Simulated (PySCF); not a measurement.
## Ionisation and electron attachment of 4-aminopyridine

Molecule: `Nc1ccncc1` (C5H6N2). Numbering: `[NH2:1][c:2]1[cH:3][cH:4][n:5][cH:6][cH:7]1` These are map numbers, not IUPAC locants.

Level of theory: ωB97X-D3(BJ)/ma-def2-SVP single points in PySCF, grid level 2; every species was optimised with PBE0-D3(BJ)/ma-def2-SVP. The prefix ma- adds one diffuse s and one diffuse p function on all atoms but H. ωB97X-D3(BJ) is ωB97X-V with D3(BJ) in place of VV10. Zero-point and thermal terms (298.15 K, 1 bar) come from unscaled GFN2-xTB harmonic frequencies, with soft modes damped to free rotors in the entropy. These were taken at the GFN2-xTB minima.

Frontier levels of the parent: HOMO -8.92 eV, LUMO 1.61 eV.

Oxidation to the radical cation:
| Item | Value |
| --- | --- |
| Vertical ionisation energy (electronic) | 8.75 eV |
| Adiabatic ionisation energy (with zero-point energy) | 8.52 eV |
| Adiabatic, electronic part | 8.57 eV |
| Vertical gap at the product's structure | 8.33 eV |
| Inner reorganisation energy (four-point) | 411 meV |
| Relaxation of product / of parent | 171 / 240 meV |
| ⟨S²⟩ of the product | 0.811 |
| Largest spin populations | N5 0.40, N1 0.38, C3 0.27, C7 0.27 |
| Largest changes of atomic charge | N1 0.22, N5 0.18, C3 0.10, C7 0.10 |
| Distances that move most (Å) | N1–C2 1.370 → 1.328; C2–C3 1.405 → 1.431; C2–C7 1.405 → 1.431; C6–C7 1.390 → 1.379 |
| Potential in DMSO | 6.18 V absolute (solvation -40 → -265 kJ/mol) |
| Potential in water | 6.16 V absolute (solvation -41 → -267 kJ/mol) |

Vertical electron affinity to the radical anion: -1.49 eV. The extra electron is not bound at this structure, the number hangs on the basis, and the ion was not relaxed.

Solvents are IEF-PCM continua (electrostatics only, gas-phase structures); absolute potentials refer to an electron at rest in vacuum.

Measured values (NIST Chemistry WebBook, evaluated or the median of agreeing entries): vertical ionisation energy 8.77 eV (computed 8.75, difference -0.02).

Note: ma-def2-SVP is a small basis, whose errors can reach tens of kJ/mol.

Structures, frequencies and single points took 4.8 min of wall time on 1 thread of Arm Neoverse V2 (shared host), launched as `OMP_NUM_THREADS=1 python redox_run.py task.json out`.
